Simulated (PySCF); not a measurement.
# Excited states of I⁷⁺ (iodine, charge +7)

Ground state [Kr] 4d10, ¹S. All numbers are calculated (PySCF 2.14, a scalar-relativistic core potential, in aug-cc-pVDZ-PP with two added diffuse shells each of s, p, d type with ECP28MDF (7s6p5d, 50 functions)). Vertical excitation energies in eV without spin-orbit coupling; excited terms of each kind are numbered among those the solver found.

| term | leading excitation | TDA-PBE0 | TD-PBE0 |
| --- | --- | --- | --- |
| 1 3D | 4d → s | 46.161 | 46.156 |
| 1 1D | 4d → s | 47.023 | 47.021 |
| 1 3P° | 4d → p | 61.299 | 61.293 |
| 1 3F° | 4d → p | 61.628 | 61.625 |
| 1 1F° | 4d → p | 62.122 | 62.122 |
| 1 1D° | 4d → p | 62.347 | 62.347 |
| 1 3D° | 4d → p | 62.347 | 62.347 |
| 1 1P° | 4d → p | 63.242 | 63.219 |
| 1 3S | 4d → d | 83.707 | 83.698 |
| 1 3G | 4d → d | 84.432 | 84.431 |
| 1 1G | 4d → d | 84.635 | 84.634 |

Where a singlet and its triplet coincide, the exchange integral that splits them vanishes by symmetry for a single excitation; correlation beyond this level separates them.

Oscillator strength of the first ¹S → ¹P° line: TDA-PBE0 1.13, TD-PBE0 1.10.

The spin-orbit splitting of the hole, absent here, rivals or exceeds the spacing of these terms, so the LS terms are model states.

The solver can miss terms.
